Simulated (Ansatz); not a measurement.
C2H9AlOSi can be A, `[CH3][AlH][O][SiH2]C`, or B, `C[SiH2][Al]([CH3])[OH]`.

Calculated with Ansatz (gas phase, PBE0-D4/def2-TZVP geometries, no zero-point term in ΔE). CBS: MP2 limit from def2 TZ/QZ plus the TZ coupled-cluster correction, frozen cores. DFT in def2-TZVPP. B3LYP here is the variant with VWN-RPA as its local correlation; programs differ in this. One conformer a species, not always the lowest.

(1) Which is lower in electronic energy at CCSD(T)/CBS, and by how much? (Estimate.)

(2) Give E(B) − E(A) in kcal/mol with PBE-D4, CCSD(T)/def2-TZVPP, HF/def2-TZVPP, MP2/def2-TZVPP, B2PLYP, ωB97M-V, B3LYP-D4. (Best estimate.)

Largest T1 diagnostic: 0.012.

## Answers

(1) Computed: A, by 27.5 kcal/mol.

(2) Computed: PBE-D4 21.0, CCSD(T)/def2-TZVPP 27.4, HF/def2-TZVPP 34.7, MP2/def2-TZVPP 29.2, B2PLYP 28.6, ωB97M-V 28.8, B3LYP-D4 28.0. None reverses the order clearly.

In def2-TZVPP, CCSD(T) changes the Hartree–Fock value by −7.4 kcal/mol (the triples alone add −1.0 kcal/mol) and MP2 by −5.6 kcal/mol. From PBE to PBE0 (25 % exact exchange), in def2-TZVPP and without D4, E(B) − E(A) moves by +2.6 kcal/mol.
